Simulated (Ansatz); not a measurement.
A structure relaxed at r2SCAN/def2-SVPD in Ansatz, charge -1, singlet:

| atom | x (Å) | y (Å) | z (Å) |
| --- | --- | --- | --- |
| Li1 | 1.377 | -1.627 | 2.288 |
| Li2 | -1.139 | -2.804 | 0.837 |
| Li3 | -1.326 | -1.784 | 3.745 |
| Li4 | -0.213 | 0.978 | 2.964 |
| Li5 | -2.732 | -0.195 | 1.515 |
| Li6 | 1.599 | -2.616 | -0.686 |
| Li7 | 4.038 | -1.417 | 0.767 |
| Li8 | 2.521 | 1.174 | 1.463 |
| Li9 | 2.742 | 0.189 | -1.512 |
| Li10 | -0.915 | -3.696 | -2.106 |
| Li11 | -2.512 | -1.157 | -1.452 |
| Li12 | 0.222 | -0.970 | -2.972 |
| Li13 | 0.012 | -0.012 | -0.003 |
| Li14 | -1.601 | 2.592 | 0.673 |
| Li15 | 1.137 | 2.787 | -0.829 |
| Li16 | -1.382 | 1.628 | -2.292 |
| Li17 | 0.889 | 3.720 | 2.092 |
| Li18 | -4.057 | 1.411 | -0.759 |
| Li19 | 1.340 | 1.797 | -3.733 |

Question: Give its formula.

Answer: Li19⁻ (started as a model of: Li19 octahedron).

Question: Summarise the bond lengths by kind (pairs closer than 1.2 times the sum of covalent radii, bridged metal pairs left out).

Answer: 2 × Li–Li 3.07 Å.

The restricted singlet is unstable towards broken spin symmetry at other levels; at r2SCAN/def2-SVPD this wasn't settled. At PBE0/def2-TZVPD a triplet of charge -1 lies 0.65 eV below the restricted singlet, each at its own geometry.
